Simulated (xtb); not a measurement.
BiF3 (SMILES [F][Bi]([F])[F]), singlet, from a rough starting geometry (GFN-xTB shapes and energies of metal compounds can be far from the true ones); GFN2-xTB (xtb).

The xtb input:
```
$ xtb mol.xyz --gfn 2 --opt vtight --json

# file mol.xyz
4

Bi     0.02606431    -0.02175827     0.81558511
F     -1.36045662    -1.02700538    -0.29093205
F     -0.20717312     1.64642946    -0.25779306
F      1.58373318    -0.65462249    -0.31031312
```

Problem. Predict the main parts of the log of this xtb run.

Solution. 
```
   ID    Z sym.   atoms
    1   83 Bi     1
    2    9 F      2-4

           -------------------------------------------------
          |                Calculation Setup                |
           -------------------------------------------------

           -------------------------------------------------
          |                 G F N 2 - x T B                 |
           -------------------------------------------------

          ...................................................
          :                      SETUP                      :
          :.................................................:
          :  # basis functions                  16          :
          :  # atomic orbitals                  16          :
          :  # shells                            8          :
          :  # electrons                        26          :
          :  max. iterations                   250          :
          :  Hamiltonian                  GFN2-xTB          :
          :  restarted?                      false          :
          :  GBSA solvation                  false          :
          :  PC potential                    false          :
          :  electronic temp.          300.0000000     K    :
          :  accuracy                    1.0000000          :
          :  -> integral cutoff          0.2500000E+02      :
          :  -> integral neglect         0.1000000E-07      :
          :  -> SCF convergence          0.1000000E-05 Eh   :
          :  -> wf. convergence          0.1000000E-03 e    :
          :  Broyden damping             0.4000000          :
          :  net charge                          0          :
          :  unpaired electrons                  0          :
          ...................................................

 iter      E             dE          RMSdq      gap      omega  full diag
   1    -16.6200362 -0.166200E+02  0.661E+00    6.67       0.0  T
   2    -16.6243738 -0.433750E-02  0.403E+00    6.98       1.0  T
   3    -16.6255220 -0.114820E-02  0.953E-01    7.21       1.0  T
   4    -16.6256428 -0.120872E-03  0.281E-01    7.18       1.0  T
   5    -16.6256597 -0.168938E-04  0.950E-02    7.23       1.0  T
   6    -16.6256622 -0.249749E-05  0.382E-02    7.23       1.3  T
   7    -16.6256624 -0.194457E-06  0.712E-03    7.23       7.0  T
   8    -16.6256625 -0.810245E-07  0.821E-04    7.23      60.9  T
   9    -16.6256625 -0.349473E-09  0.145E-04    7.23     344.8  T

   *** convergence criteria satisfied after 9 iterations ***

         :::::::::::::::::::::::::::::::::::::::::::::::::::::
         ::                     SUMMARY                     ::
         :::::::::::::::::::::::::::::::::::::::::::::::::::::
         :: total energy             -16.622413354323 Eh    ::
         :: gradient norm              0.009548702963 Eh/a0 ::
         :: HOMO-LUMO gap              7.228883924494 eV    ::
         ::.................................................::
         :: SCC energy               -16.625662345095 Eh    ::
         :: -> isotropic ES            0.148124647224 Eh    ::
         :: -> anisotropic ES          0.002382477191 Eh    ::
         :: -> anisotropic XC         -0.011029886145 Eh    ::
         :: -> dispersion             -0.001923177485 Eh    ::
         :: repulsion energy           0.003248990772 Eh    ::
         :: add. restraining           0.000000000000 Eh    ::
         :: total charge              -0.000000000000 e     ::
         :::::::::::::::::::::::::::::::::::::::::::::::::::::

      -----------------------------------------------------------
     |                   =====================                   |
     |                        A N C O P T                        |
     |                   =====================                   |
     |               Approximate Normal Coordinate               |
     |                Rational Function Optimizer                |
      -----------------------------------------------------------
      -----------------------------------------------------------
     |                   =====================                   |
     |                        A N C O P T                        |
     |                   =====================                   |
     |               Approximate Normal Coordinate               |
     |                Rational Function Optimizer                |
      -----------------------------------------------------------

          ...................................................
          :                      SETUP                      :
          :.................................................:
          :   optimization level         verytight          :
          :   max. optcycles                   200          :
          :   ANC micro-cycles                  20          :
          :   degrees of freedom                 6          :
          :.................................................:
          :   RF solver                   davidson          :
          :   write xtbopt.log                true          :
          :   linear?                        false          :
          :   energy convergence         0.1000000E-06 Eh   :
          :   grad. convergence          0.2000000E-03 Eh/α :
          :   maxmium RF displ.          1.0000000          :
          :   Hlow (freq-cutoff)         0.1000000E-01      :
          :   Hmax (freq-cutoff)         5.0000000          :
          :   S6 in model hess.         20.0000000          :
          ...................................................

generating ANC from exact Hessian ...
Using Lindh-Hessian (1995)
 Shifting diagonal of input Hessian by    4.5325064040565915E-003
 Lowest  eigenvalues of input Hessian
    0.000000    0.000000    0.000000    0.000000    0.000000    0.000000
    0.010000    0.010856    0.013799    0.320619    0.349955    0.386203
 Highest eigenvalues
[...]
 * total energy  :   -16.6224134 Eh     change       -0.5766054E-11 Eh
 * total energy  :   -16.6225569 Eh     change       -0.1435908E-03 Eh
 * total energy  :   -16.6226048 Eh     change       -0.4784179E-04 Eh
 * total energy  :   -16.6226206 Eh     change       -0.1585700E-04 Eh
 * total energy  :   -16.6226210 Eh     change       -0.3558516E-06 Eh
 * total energy  :   -16.6226219 Eh     change       -0.9348390E-06 Eh
 * total energy  :   -16.6226219 Eh     change       -0.5204015E-08 Eh
   *** GEOMETRY OPTIMIZATION CONVERGED AFTER 7 ITERATIONS ***
[...]
          :  # electrons                        26          :
          :  max. iterations                   250          :
          :  Hamiltonian                  GFN2-xTB          :
          :  restarted?                      false          :
          :  GBSA solvation                  false          :
          :  PC potential                    false          :
          :  electronic temp.          300.0000000     K    :
          :  accuracy                    1.0000000          :
          :  -> integral cutoff          0.2500000E+02      :
          :  -> integral neglect         0.1000000E-07      :
          :  -> SCF convergence          0.1000000E-05 Eh   :
          :  -> wf. convergence          0.1000000E-03 e    :
          :  Broyden damping             0.4000000          :
          :  net charge                          0          :
          :  unpaired electrons                  0          :
          ...................................................

 iter      E             dE          RMSdq      gap      omega  full diag
   1    -16.6257565 -0.166258E+02  0.180E-05    7.26       0.0  T
   2    -16.6257565 -0.355271E-14  0.113E-05    7.26    4440.5  T
   3    -16.6257565 -0.355271E-14  0.118E-06    7.26   42417.9  T

   *** convergence criteria satisfied after 3 iterations ***

         :::::::::::::::::::::::::::::::::::::::::::::::::::::
         ::                     SUMMARY                     ::
         :::::::::::::::::::::::::::::::::::::::::::::::::::::
         :: total energy             -16.622621939816 Eh    ::
         :: gradient norm              0.000027277390 Eh/a0 ::
         :: HOMO-LUMO gap              7.259675645076 eV    ::
         ::.................................................::
         :: SCC energy               -16.625756369113 Eh    ::
         :: -> isotropic ES            0.148169800775 Eh    ::
         :: -> anisotropic ES          0.002468326705 Eh    ::
         :: -> anisotropic XC         -0.010980486583 Eh    ::
         :: -> dispersion             -0.001923903421 Eh    ::
         :: repulsion energy           0.003134429298 Eh    ::
         :: add. restraining           0.000000000000 Eh    ::
         :: total charge              -0.000000000000 e     ::
         :::::::::::::::::::::::::::::::::::::::::::::::::::::

           -------------------------------------------------
          |                Property Printout                |
           -------------------------------------------------

    * Orbital Energies and Occupations

         #    Occupation            Energy/Eh            Energy/eV
      -------------------------------------------------------------
         1        2.0000           -1.2052275             -32.7959
         2        2.0000           -0.7803886             -21.2355
         3        2.0000           -0.7803785             -21.2352
         4        2.0000           -0.7539890             -20.5171
         5        2.0000           -0.5216939             -14.1960
         6        2.0000           -0.5216889             -14.1959
         7        2.0000           -0.5075551             -13.8113
         8        2.0000           -0.4873828             -13.2624
         9        2.0000           -0.4873806             -13.2623
        10        2.0000           -0.4861619             -13.2291
        11        2.0000           -0.4849772             -13.1969
        12        2.0000           -0.4849722             -13.1968
        13        2.0000           -0.4725542             -12.8589 (HOMO)
        14                         -0.2057660              -5.5992 (LUMO)
        15                         -0.2056927              -5.5972
        16                         -0.1482023              -4.0328
      -------------------------------------------------------------
                  HL-Gap            0.2667882 Eh            7.2597 eV
             Fermi-level           -0.3391601 Eh           -9.2290 eV

     #   Z          covCN         q      C6AA      α(0)
     1  83 Bi       2.149     1.218   448.721    41.540
     2   9 F        0.716    -0.406    13.607     4.356
     3   9 F        0.716    -0.406    13.606     4.356
     4   9 F        0.716    -0.406    13.607     4.356

 Mol. C6AA /au·bohr⁶  :        998.008342
 Mol. C8AA /au·bohr⁸  :      84742.777418
 Mol. α(0) /au        :         54.607968

Wiberg/Mayer (AO) data.
largest (>0.10) Wiberg bond orders for each atom

 ---------------------------------------------------------------------------
     #   Z sym  total        # sym  WBO       # sym  WBO       # sym  WBO
 ---------------------------------------------------------------------------
     1  83 Bi   2.477 --     3 F    0.826     4 F    0.826     2 F    0.826
     2   9 F    0.912 --     1 Bi   0.826
     3   9 F    0.912 --     1 Bi   0.826
     4   9 F    0.912 --     1 Bi   0.826
 ---------------------------------------------------------------------------

Topologies differ in total number of bonds
Writing topology from bond orders to xtbtopo.mol

molecular dipole:
                 x           y           z       tot (Debye)
 q only:        0.027      -0.038       2.561
   full:        0.032      -0.045       3.015       7.665
molecular quadrupole (traceless):
                xx          xy          yy          xz          yz          zz
 q only:       -4.394      -0.004      -4.387       0.214      -0.299       8.781
  q+dip:       -5.181      -0.005      -5.172       0.252      -0.352      10.353
   full:       -4.917      -0.005      -4.909       0.244      -0.340       9.826

optimized geometry written to: xtbopt.xyz

           -------------------------------------------------
          | TOTAL ENERGY              -16.622621939816 Eh   |
          | GRADIENT NORM               0.000027277390 Eh/α |
          | HOMO-LUMO GAP               7.259675645076 eV   |
           -------------------------------------------------

normal termination of xtb
```
